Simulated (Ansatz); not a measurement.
Ansatz (a first-principles code) job for TiOF2, SMILES [O]=[Ti]([F])[F], multiplicity 1, PBE-D3(BJ)/def2-SVP. 

Ansatz 0.2 input:
```yaml
crystal:
  periodic: [false, false, false]
  atoms:
    - {symbol: Ti, position_ang: [0.12674211, -0.03235986, -0.00000000]}
    - {symbol: O, position_ang: [-0.11606093, -1.60746332, 0.00000000]}
    - {symbol: F, position_ang: [-0.10332439, 0.75397908, 1.57815003]}
    - {symbol: F, position_ang: [-0.10332439, 0.75397908, -1.57815004]}
basis:
  gaussian:
    orbitals: def2-SVP
hamiltonian:
  xc: pbe
  dispersion: d3bj
relax: {f_tol: 0.002, max_steps: 200}
```

Output:

```
WARN ansatz: RAYON_NUM_THREADS=1 ignored (pool sized by the plan → 1); use --threads N
Functional definition: PBE
integrals: 0.03 GiB planned
819 factors; their error is unknown
mean field: 0.16 GiB planned
mean field evaluation 1: about -30566.3766 eV, gradient 8.7e1 eV
mean field evaluation 2: about -30148.5142 eV, gradient 4.2e2 eV
mean field evaluation 4: about -30577.5741 eV, gradient 3.0e1 eV
mean field evaluation 8: about -30579.2903 eV, gradient 7.2e-2 eV
mean field evaluation 16: about -30579.2624 eV, gradient 2.0e-5 eV
mean field -30579.26239557 eV, -1123.7671656686 hartree, gradient 2.0e-5 eV, S^2 0.000000; 0 other end points of the search recorded, 0 dependent functions left out
the calculation of the forces begins
reference -30579.26248687 eV, -1123.7671690240 hartree; 24, 24 occupied and 49, 49 virtual orbitals, 819 factors
relax step   1: F+E_penalty+E_count = -30579.31221021 eV  Δ(F+E_penalty+E_count) = +0.000e0 eV  max|allowed force component| = 7.432e-1 eV/Å  Δτ_max = 0.0000 Å  (29 SCF iters, accepted)
these checks for a lower state are left out or cut short: starts, cluster_reference, orbital_swaps, neighbouring_geometries, increment
integrals: 0.03 GiB planned
819 factors; their error is unknown
mean field: 0.16 GiB planned
mean field -30579.27298077 eV, -1123.7675546677 hartree, gradient 1.9e-5 eV, S^2 0.000000; 0 other end points of the search recorded, 0 dependent functions left out
the calculation of the forces begins
reference -30579.27307132 eV, -1123.7675579953 hartree; 24, 24 occupied and 49, 49 virtual orbitals, 819 factors
relax step   2: F+E_penalty+E_count = -30579.32282590 eV  Δ(F+E_penalty+E_count) = -1.062e-2 eV  max|allowed force component| = 1.928e-1 eV/Å  Δτ_max = 0.0468 Å  (36 SCF iters, accepted)
these checks for a lower state are left out or cut short: starts, cluster_reference, orbital_swaps, neighbouring_geometries, increment
integrals: 0.03 GiB planned
819 factors; their error is unknown
mean field: 0.16 GiB planned
mean field evaluation 32: about -30579.2740 eV, gradient 2.3e-5 eV
mean field -30579.27402449 eV, -1123.7675930237 hartree, gradient 1.9e-5 eV, S^2 0.000000; 0 other end points of the search recorded, 0 dependent functions left out
the calculation of the forces begins
reference -30579.27411440 eV, -1123.7675963278 hartree; 24, 24 occupied and 49, 49 virtual orbitals, 819 factors
relax step   3: F+E_penalty+E_count = -30579.32396569 eV  Δ(F+E_penalty+E_count) = -1.140e-3 eV  max|allowed force component| = 1.044e-1 eV/Å  Δτ_max = 0.0404 Å  (37 SCF iters, accepted)
these checks for a lower state are left out or cut short: starts, cluster_reference, orbital_swaps, neighbouring_geometries, increment
integrals: 0.03 GiB planned
819 factors; their error is unknown
mean field: 0.16 GiB planned
mean field -30579.27446146 eV, -1123.7676090821 hartree, gradient 1.9e-5 eV, S^2 0.000000; 0 other end points of the search recorded, 0 dependent functions left out
the calculation of the forces begins
reference -30579.27455152 eV, -1123.7676123914 hartree; 24, 24 occupied and 49, 49 virtual orbitals, 819 factors
relax step   4: F+E_penalty+E_count = -30579.32441430 eV  Δ(F+E_penalty+E_count) = -4.486e-4 eV  max|allowed force component| = 7.187e-3 eV/Å  Δτ_max = 0.0058 Å  (31 SCF iters, accepted)
these checks for a lower state are left out or cut short: starts, cluster_reference, orbital_swaps, neighbouring_geometries, increment
integrals: 0.03 GiB planned
819 factors; their error is unknown
mean field: 0.16 GiB planned
mean field -30579.27446211 eV, -1123.7676091060 hartree, gradient 3.0e-5 eV, S^2 0.000000; 0 other end points of the search recorded, 0 dependent functions left out
the calculation of the forces begins
reference -30579.27455217 eV, -1123.7676124154 hartree; 24, 24 occupied and 49, 49 virtual orbitals, 819 factors
relax step   5: F+E_penalty+E_count = -30579.32441535 eV  Δ(F+E_penalty+E_count) = -1.054e-6 eV  max|allowed force component| = 1.427e-3 eV/Å  Δτ_max = 0.0002 Å  (20 SCF iters, accepted)
integrals: 0.03 GiB planned
819 factors; their error is unknown
mean field: 0.16 GiB planned
mean field evaluation 64: about -30579.2745 eV, gradient 1.1e-3 eV
mean field -30579.27446211 eV, -1123.7676091060 hartree, gradient 3.0e-5 eV, S^2 0.000000; 1 other end points of the search recorded, 0 dependent functions left out
the calculation of the forces begins
reference -30579.27455217 eV, -1123.7676124154 hartree; 24, 24 occupied and 49, 49 virtual orbitals, 819 factors
Total energy: -30579.32450540 eV, -1123.7694481629 hartree
Atom 0 at     0.208166    -0.035367     0.000000 Å, force     0.000185     0.001118    -0.000000 eV/Å
Atom 1 at    -0.142759    -1.603492    -0.000000 Å, force    -0.000228    -0.001427    -0.000000 eV/Å
Atom 2 at    -0.130687     0.753497     1.561235 Å, force     0.000021     0.000155    -0.000182 eV/Å
Atom 3 at    -0.130687     0.753497    -1.561235 Å, force     0.000021     0.000155     0.000182 eV/Å
Dipole moment:     0.556871     0.222480    -0.000000 e Å
```

Self-consistency was reached.

Cost: around 5 core-seconds (rough).
